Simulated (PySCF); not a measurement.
Gas-phase reaction: WF₄NH + 6 F → WF₆ + NF₃ + HF

Energies from PySCF, thermal terms from the rigid-rotor harmonic-oscillator model, ideal gas at 1 bar. † marks an energy on the PBE0/def2-TZVP geometry and frequencies; other levels use their own. MP2 and CCSD(T) freeze the core. Open shells (unrestricted): F (multiplicity 2, electronic degeneracy 6); the rest are closed-shell singlets. Spin-orbit splitting is ignored; it lowers the true energy and changes the entropy of F. W: scalar-relativistic def2 core potential, no spin-orbit coupling. WF₄NH: computed as isolated molecules; such fragments, hydroxides, amides, oligomers or adducts are transient or little studied in the gas. MP2 isn't extrapolated to the basis-set limit; its ΔH°(298 K) is -1391.5 kJ in def2-SVP and -1514.3 kJ in def2-TZVPP. CCSD(T) isn't extrapolated to the basis-set limit. The harmonic model lacks anharmonicity and excited electronic states, which grow with temperature; levels with a mode under 35 cm⁻¹ are left out. Soft modes under 120 cm⁻¹ make the harmonic entropy rough for WF₄NH. Warning, large T1 diagnostic: WF₆ (CCSD(T)/def2-SVP†).

ΔH° and ΔS° at 298 K: CCSD(T)/def2-SVP† -1304 kJ, -524 J/K; HF/def2-TZVP† -630 kJ, -524 J/K; MP2/def2-TZVPP† -1514 kJ, -524 J/K; PBE/def2-SVP -1705 kJ, -519 J/K; PBE0/def2-QZVP† -1483 kJ, -524 J/K; PBE0/def2-TZVP -1470 kJ, -524 J/K.

### Question
With the heat capacities included, give log10 K (1 bar) at 600, 800, 1000, 1800, 2500 K from CCSD(T)/def2-SVP†, HF/def2-TZVP†, MP2/def2-TZVPP†, PBE/def2-SVP, PBE0/def2-QZVP†, PBE0/def2-TZVP.

### Answer
| T (K) | CCSD(T)/def2-SVP† | HF/def2-TZVP† | MP2/def2-TZVPP† | PBE/def2-SVP | PBE0/def2-QZVP† | PBE0/def2-TZVP |
|---|---|---|---|---|---|---|
| 600 | 85.9 | 27.2 | 104.2 | 121.1 | 101.5 | 100.3 |
| 800 | 57.3 | 13.3 | 71.0 | 83.8 | 69.0 | 68.2 |
| 1000 | 40.2 | 4.9 | 51.1 | 61.4 | 49.5 | 48.8 |
| 1800 | 9.5 | -10.0 | 15.6 | 21.5 | 14.7 | 14.4 |
| 2500 | -1.2 | -15.3 | 3.2 | 7.6 | 2.5 | 2.2 |
